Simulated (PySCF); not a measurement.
FGe₂H₅O.
Numbering: `[F:1][GeH2:2][O:3][GeH3:4]` (hydrogens: H5, H6 on Ge2; H7, H8, H9 on Ge4)

Method used: MP2 and CCSD/aug-cc-pVDZ in PySCF, restricted Hartree–Fock reference, frozen core, non-relativistic, gas phase, PBE0-D3(BJ)/def2-SVP geometry.

E(HF) = -4327.98067 Eh.

**Question.** How large is the problem?

**Answer.** 163 basis functions and 86 electrons; 20 orbitals frozen, which leaves o = 23 correlated occupied and v = 120 virtual orbitals. That is o·v = 2760 singles and o·v(o·v + 1)/2 = 3810180 distinct closed-shell doubles amplitudes before symmetry; the costliest CCSD step grows as o²v⁴ = 1.1 × 10^11.

**Question.** What are the MP2 and CCSD correlation energies?

**Answer.** MP2 -0.6658 Eh and CCSD -0.7022 Eh, which gives totals of -4328.64649 and -4328.68288 Eh. That is 0.415 eV for each correlated electron at CCSD (1844 kJ/mol in all, 0.016 % of the total energy); MP2 gives 94.8 % of the CCSD value.

**Question.** What is the T1 diagnostic?

**Answer.** 0.0116, below the customary warning level of 0.02. It is the norm of the spatial-orbital singles amplitudes over the root of the number of correlated electrons, so the norm is 0.079.

**Question.** How does correlation change the dipole moment?

**Answer.** HF gives 1.56 D and CCSD (unrelaxed density) 1.43 D, a change of -0.13 D.

No triples correction and no basis-set extrapolation were made.

The job also held the EOM ionisation roots. The run took 8.7 min on an Arm Neoverse V2 with one thread, no GPU, on a shared host, and the process peaked at 3.1 GiB of memory.

Shape of the structure used: `[F:1][GeH2:2][O:3][GeH3:4]`: F1–Ge2–O3–Ge4 39°.

One conformer stands for the species.
